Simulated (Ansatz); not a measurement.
Frontier orbitals of CH₆O₃Sn, SMILES `[CH3][Sn]([OH])([OH])[OH]`.

Total charge 0; spin multiplicity 1. Correlated methods include outer-core shells of Sn, which these sets cover unevenly. Sn: def2 effective core potential. All single points use the PBE0-D4/def2-TZVP geometry. It is one conformer, not always the lowest. Basis def2-TZVPP, the Gaussian-basis code of Ansatz.

Orbital energies of one run (eV). Highest occupied ones, from the top: -8.38, -8.66, -8.67, -9.57, -9.57, -9.97, -11.08, -11.95, -11.95, -13.27, -13.27, -14.80, -19.95, -26.27. Empty: -0.75, 0.83, 0.83, 1.03, 2.30, 2.75.

Task: Which functional gave them?
A. r2SCANh
B. BLYP
C. CAM-B3LYP
D. PBE0

Result: D. HOMO energies: PBE0 -8.38, BLYP -6.68, r2SCANh -7.74, CAM-B3LYP -9.83 eV.
